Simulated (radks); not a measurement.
The numbers below are computed, except where a source is named.
Question: Ionisation of the gallium ion Ga2+, [Ar] 3d10 4s1, to Ga3+, [Ar] 3d10, under several functionals. Scalar-relativistic Kohn-Sham, spin-polarised, spherical densities, point nucleus; open shells are filled with parallel spins first; a radial shooting solver on a logarithmic mesh with Libxc functionals. Known Delta-SCF values: PW91 31.705 eV; exchange-only B88 31.038 eV; PBEsol 31.523 eV. What does Wu-Cohen GGA give, and what is its highest occupied eigenvalue?

Answer: 31.584 eV by Delta-SCF; the 4s eigenvalue is -26.810 eV. NIST: 30.726 eV (measured).
